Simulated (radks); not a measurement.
The numbers below are computed, except where a source is named.
Excited configurations of C IV: one electron is placed in a higher orbital outside [He]. The ground configuration is [He] 2s1. Code: a radial shooting solver on a logarithmic mesh with Libxc functionals. Model: non-relativistic Kohn-Sham, PBE, spin-polarised, spherical densities, point nucleus; open shells are filled with parallel spins first. Excitation = E - E(ground); binding = E(ion) - E, where the ion is the core of charge +4; n* = 4/sqrt(2 binding) in atomic units, and the quantum defect is n - n*.

| outer orbital | excitation (eV) | binding (eV) | n* | eigenvalue (eV) |
|---|---|---|---|---|
| 3p | 39.053 | 25.867 | 2.901 | -22.858 |
| 3d | 40.490 | 24.431 | 2.985 | -21.073 |
| 4f | 51.098 | 13.823 | 3.968 | -11.916 |
| 5s | 55.114 | 9.807 | 4.711 | -8.881 |
| 5f | 55.876 | 9.045 | 4.906 | -8.008 |
| 6p | 58.361 | 6.560 | 5.761 | -5.952 |
| 6f | 58.559 | 6.361 | 5.850 | -5.705 |
| 7d | 60.171 | 4.750 | 6.770 | -4.314 |

The Delta-SCF ionisation energy is 64.921 eV (NIST Atomic Spectra Database: 64.494 eV, measured). Self-interaction in the functional shifts the binding energies and quantum defects, so they are the method's values and not measured ones.
